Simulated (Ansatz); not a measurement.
`[SiH3][O][GeH2][SH]` + `OC1=CS1` → `[SiH3]OC1=CS1` + `[OH][GeH2][SH]`  (ligand exchange at the Si–O bond)

Isolated molecules relaxed with PBE0-D4/def2-TZVP in Ansatz; ΔE leaves out vibrations. CCSD(T)/CBS adds triple-zeta CCSD(T) − MP2 to the extrapolated MP2 energy (def2 sets, frozen cores). DFT in def2-TZVPP. For Ge outer-core shells are correlated without core-valence functions, which leaves a few kJ/mol of doubt a bond. Scalar relativity is left out up to krypton. Each species was taken in one conformer, which may not be the lowest.

Is it downhill or uphill in electronic energy at CCSD(T)/CBS, and by how much? (An estimate is asked.)

Computed: Uphill: ΔE = +7.8 kJ/mol.

What do these levels give: PBE-D4, PBE0-D4, PBE, r2SCAN, PBE0, HF/CBS(def2)? (Estimate.)

Ansatz gave: PBE-D4 5.6, PBE0-D4 8.7, PBE 4.9, r2SCAN 7.5, PBE0 8.1, HF/CBS(def2) 13.7 kJ/mol.

Largest T1 diagnostic among the species: 0.013.

From PBE to PBE0 (25 % exact exchange), in def2-TZVPP and without D4, ΔE moves by +3.1 kJ/mol. In def2-TZVPP, CCSD(T) changes the Hartree–Fock value by −4.9 kJ/mol (the triples alone add −1.4 kJ/mol) and MP2 by −6.8 kJ/mol.
